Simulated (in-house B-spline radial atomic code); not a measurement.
Results of a calculation; reference values are marked as such.
**Stopping of slow ions oscillates with Z: Cu to Ru at r_s = 2.67**

A nucleus sits in a uniform electron gas with a rigid positive background. The Kohn-Sham equations are solved self-consistently in the spin-unpolarised LDA (PW92), non-relativistic, on B-splines with outgoing waves at the boundary and partial waves to l = 8. The model has no lattice, no bands and no magnetic solution. Atomic units; δ_l are the phase shifts at the Fermi level, counted so that each bound state adds π, and good to about 0.0005. A narrow, partly filled d or f resonance in a thin gas would split by spin, so such rows rest on a solution that is probably unstable.

The density parameter is r_s = 2.67 bohr, near that of the valence electrons of Cu (1 per atom, density 8.96 g/cm³, mass 63.55 u, which gives r_s = 2.67). The friction coefficient Q = n k_F σ_tr gives dE/dx = Q v for slow ions. Some elements are left out of the table, so an extreme may lie at one of them.

| ion | δ0/π | δ1/π | δ2/π | δ3/π | σ_tr (bohr²) | Q (a.u.) |
| --- | --- | --- | --- | --- | --- | --- |
| Cu | 3.133 | 2.143 | 0.984 | 0.002 | 11.42 | 0.1030 |
| Zn | 3.216 | 2.230 | 1.012 | 0.004 | 19.68 | 0.1774 |
| Ga | 3.297 | 2.335 | 1.030 | 0.006 | 33.27 | 0.2999 |
| Ge | 3.371 | 2.445 | 1.047 | 0.007 | 46.32 | 0.4176 |
| As | 3.441 | 2.553 | 1.066 | 0.009 | 53.83 | 0.4853 |
| Se | 3.510 | 2.652 | 1.091 | 0.010 | 56.00 | 0.5049 |
| Br | 3.582 | 2.738 | 1.125 | 0.011 | 57.16 | 0.5153 |
| Kr | 3.652 | 2.811 | 1.169 | 0.009 | 62.20 | 0.5607 |
| Rb | 3.716 | 2.868 | 1.227 | 0.006 | 74.77 | 0.6741 |
| Sr | 3.768 | 2.908 | 1.299 | 0.002 | 94.74 | 0.8541 |
| Zr | 3.830 | 2.947 | 1.473 | -0.004 | 124.03 | 1.1182 |
| Nb | 3.849 | 2.955 | 1.565 | -0.005 | 115.27 | 1.0392 |
| Mo | 3.865 | 2.963 | 1.657 | -0.005 | 90.84 | 0.8189 |
| Tc | 3.883 | 2.974 | 1.744 | -0.004 | 60.01 | 0.5410 |
| Ru | 3.908 | 2.991 | 1.825 | -0.001 | 33.31 | 0.3003 |

Where are the largest and smallest frictions, and what do the phase shifts say there?

Largest: Zr, Q = 1.1182; smallest: Cu, Q = 0.1030, a ratio of 10.9. For the largest δ2/π = 1.47: the d resonance is about half filled and sits at the Fermi level, where it scatters most. For the smallest, which lies at the edge of the table, the differences δ_l − δ_(l+1), measured from the nearest multiple of π, are 0.01π, 0.16π, 0.02π; σ_tr grows with the sines of these.

At equal speed, Lindhard and Scharff's formula, with silicon as an example target, scales as Z^(7/6)/(Z^(2/3) + 14^(2/3))^(3/2). How does its rise from the first ion to the last compare?

It rises smoothly by 1.0585/0.8537 = 1.24, while Q changes by 0.300/0.103 = 2.92. The statistical formula averages over shells, so it can't show the oscillation.
